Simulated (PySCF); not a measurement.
# Sn: electron affinity

Sn⁻ [Kr] 4d10 5s2 5p3 [5p1/2^2 5p3/2^1, M_J = 3/2] → Sn [Kr] 4d10 5s2 5p2 [5p1/2^2, M_J = 0], as a difference of total energies. Calculation: PySCF 2.14, in x2c-SVPall-2c with one added diffuse shell each of s, p type (7s9p4d, 54 functions); the two-component X2C-1e Hamiltonian. Correlated levels: [Ar] 3d10 frozen; the 6 highest virtual spinors dropped. "Screened" scales the spin-orbit matrix elements by Boettger's factors to mimic the two-electron term; Breit and QED terms are absent.

```json
{"method": "GHF (spin-free)", "electron affinity (eV)": "1.030", "error (eV)": "-0.082"}
{"method": "GMP2 (spin-free)", "electron affinity (eV)": "1.286", "error (eV)": "+0.174"}
{"method": "GHF (screened spin-orbit)", "electron affinity (eV)": "0.860", "error (eV)": "-0.252"}
{"method": "GMP2 (screened spin-orbit)", "electron affinity (eV)": "1.121", "error (eV)": "+0.009"}
```

Reference: 1.112 eV (measured; photodetachment measurements, as compiled on the Wikipedia data page of electron affinities).

The spin-free rows relax to the high-spin LS determinant and lack the spin-orbit shift.

Errors of the correlated levels include the incompleteness of this basis and the frozen core.

The labels give the starting determinants; with spin-orbit coupling the two ends relaxed to ⟨J²⟩ = 3.76, ⟨L²⟩ = 0.04, ⟨S²⟩ = 3.74 and ⟨J²⟩ = 1.38, ⟨L²⟩ = 2.00, ⟨S²⟩ = 1.96.

The determinant of Sn mixes levels of different J (the jj label is only the starting occupation), so the difference between spin-free and spin-orbit rows is not the physical spin-orbit shift.
